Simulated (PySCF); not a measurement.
# Computed properties of iminoborane (BH2N), SMILES B=N

iminoborane (BH2N), SMILES B=N. Geometry: PBE0-D3(BJ)/def2-TZVPD. The values are those of a single conformer. All values are computed for the isolated molecule unless a solvent is named; none is compared with measurement here.

**Structure.** The optimised structure has C∞v symmetry. All 7 harmonic modes at PBE0-D3(BJ)/def2-TZVPD (PySCF) are real, so it is a minimum.

**Vibrations.** The strongest infrared lines (harmonic, unscaled, degenerate partners summed) lie at 493 cm⁻¹ (236 km/mol, H 75 %, N 19 %), 3891 cm⁻¹ (203 km/mol, H 91 %, N 9 %), 1858 cm⁻¹ (59 km/mol, B 43 %, N 38 %, H 20 %). The softest mode is at 493 cm⁻¹ and the zero-point energy is 15.9 kcal/mol.

**Electronic structure.** r2SCAN/def2-TZVPD (PySCF) places the frontier levels at -7.49 and 0.14 eV, a gap of 7.63 eV, and gives a dipole moment of 0.00 D and a mean polarisability of 23.0 bohr³. PBE/def2-TZVPD (PySCF) at the same geometry gives -7.27 and -0.33 eV, so its gap is 0.69 eV narrower. An orbital gap is neither the optical nor the fundamental gap.

**Excitations.** TDA-CAM-B3LYP/def2-TZVPD (PySCF) has S1 at 7.01 eV (177 nm, f = 0.000, dark); the most intense of the 10 singlets computed lies at 9.91 eV (f = 0.56). Strengths of degenerate partners are summed. T1 (TDA) is at 6.03 eV, 0.98 eV under S1. No vertical singlet excitation falls in the visible range (under 3.1 eV).

**NMR.** GIAO shifts at HF/pcSseg-2 (PySCF) (non-relativistic, atoms alike by connectivity averaged): ¹H from 1.8 to 2.3 ppm against TMS; ¹¹B at -6.3 ppm against BF3.
